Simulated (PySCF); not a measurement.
# Correlation energy of O (oxygen, neutral)

[He] 2s1 2p5, high-spin 3P determinant (an excited configuration). Computed with PySCF 2.14 in x2c-TZVPPall with one added diffuse shell each of s, p, d type (6s4p3d1f, 40 functions), with the spin-free X2C one-electron Hamiltonian (Gaussian nucleus). Frozen: nothing; 8 electrons correlated.

```tsv
level	correlation energy (mhartree)
CCSD	-226.45
(T)	-14.80
CCSD(T)	-241.25
```

Diagnostics: T1 = 0.020, D1 = 0.0604, largest double amplitude 0.203.

A double-excitation amplitude exceeds 0.15, a sign of near-degeneracy.

Cost of the coupled-cluster step: of the order of 1.9 core-seconds, for 8 correlated electrons.

This basis was not built for core-valence correlation, so the inner-shell part is incomplete.
